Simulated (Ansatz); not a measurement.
Geometry optimisation, RHF/STO-3G in Ansatz 0.2.0.

Input:

```yaml
crystal:
  periodic: [false, false, false]
  atoms:
    - { symbol: C, position_ang: [-1.06092, 0.30605, -1.2922] }
    - { symbol: Al, position_ang: [0.129, -0.50386, 0.03852] }
    - { symbol: O, position_ang: [1.55937, -0.62262, 0.80039] }
    - { symbol: O, position_ang: [-0.82464, -1.81232, 0.98065] }
    - { symbol: H, position_ang: [-0.49816, 0.66405, -2.15575] }
    - { symbol: H, position_ang: [-1.60465, 1.1511, -0.86346] }
    - { symbol: H, position_ang: [-1.7842, -0.42666, -1.6519] }
    - { symbol: H, position_ang: [2.45255, -0.53222, 1.11449] }
    - { symbol: H, position_ang: [-1.73913, -2.12217, 0.91425] }
    - { symbol: H, position_ang: [-0.37201, -2.2954, 1.69194] }
total_charge: 1
basis:
  gaussian: { orbitals: STO-3G }
hamiltonian:
  xc: hf
relax:
  f_tol: 0.015
  max_steps: 40
output:
  orbitals: {}
```

Command:

```bash
$ ansatz run input.yaml --threads 1 --pin off --max-ram 2048MiB --backend cpu --events-out ev --progress --plain --runs-dir out
```

Where does it end, and by what steps?

The forces met the threshold. Limits of this set-up: minimal basis. After 10 steps the energy has fallen by 0.752 eV; H8 moved furthest, 0.66 Å.

```
step  energy less start (eV)  largest force component (eV/Å)  accepted
   0                  0.0000                           3.886       yes
   1                 -0.3014                           1.125       yes
   2                 -0.3663                           0.807       yes
   3                 -0.5415                           1.623       yes
   4                 -0.6357                           1.534       yes
   5                 -0.6670                           1.899       yes
   6                 -0.7254                           0.406       yes
   7                 -0.7501                           0.058       yes
   8                 -0.7505                           0.057       yes
   9                 -0.7509                           0.086       yes
  10                 -0.7517                           0.011       yes
```

```xyz
10
Properties=species:S:1:pos:R:3
C -0.945 0.264 -1.214
Al 0.066 -0.596 0.105
O 1.500 -0.771 0.879
O -0.862 -1.815 1.029
H -0.309 0.735 -1.953
H -1.571 1.038 -0.788
H -1.594 -0.427 -1.738
H 2.238 -0.205 0.577
H -1.799 -2.074 0.925
H -0.467 -2.342 1.753
```

Whether the end is a true minimum wasn't checked by a vibrational analysis.

Run time: 21 s on 1 thread of AMD EPYC (Zen 3), on a shared host, peak memory 0.12 GiB.
